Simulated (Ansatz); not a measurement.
Correlation energies of AlBH$_{6}$N$_{2}$, SMILES `N[B](N)[AlH2]` by basis set

Z-matrix (Å, degrees):
```
N
B 1 1.414
H 1 1.008 2 124.2
H 1 1.003 2 122.6 3 -180.0
N 2 1.414 1 120.4 3 0.0
Al 2 2.140 1 119.8 3 -180.0
H 5 1.003 2 122.6 1 -180.0
H 5 1.008 2 124.2 1 0.0
H 6 1.600 2 122.0 1 -0.2
H 6 1.600 2 122.1 1 179.8
```

Total charge 0; spin multiplicity 1. The geometry is a stationary point of PBE0-D4/def2-TZVP. It is one conformer, not always the lowest. Frozen core, restricted reference, the Gaussian-basis code of Ansatz. CBS rows extrapolate triple and quadruple zeta; past MP2 they add the triple-zeta difference.

| basis | HF (Eh) | MP2 corr. | CCSD corr. | (T) | CCSD(T) total |
| --- | --- | --- | --- | --- | --- |
| def2-SVP | -378.87174 | -0.49019 | -0.53559 | ? | ? |
| def2-TZVPP | -379.11628 | -0.60928 | -0.64783 | -0.02432 | -379.78843 |
| def2-QZVPP | -379.13029 | ? | – | – | – |
| CBS(def2) | ? | ? | -0.72308 | as TZ | ? |

(1) Fill in the withheld values. (An estimate is asked.)

Results:

(1) Ansatz gave: def2-SVP (T): -0.01449; def2-SVP CCSD(T) total: -379.42182; def2-QZVPP MP2 corr.: -0.65251; CBS(def2) HF (Eh): -379.13221; CBS(def2) MP2 corr.: -0.68454; CBS(def2) CCSD(T) total: -379.87961.
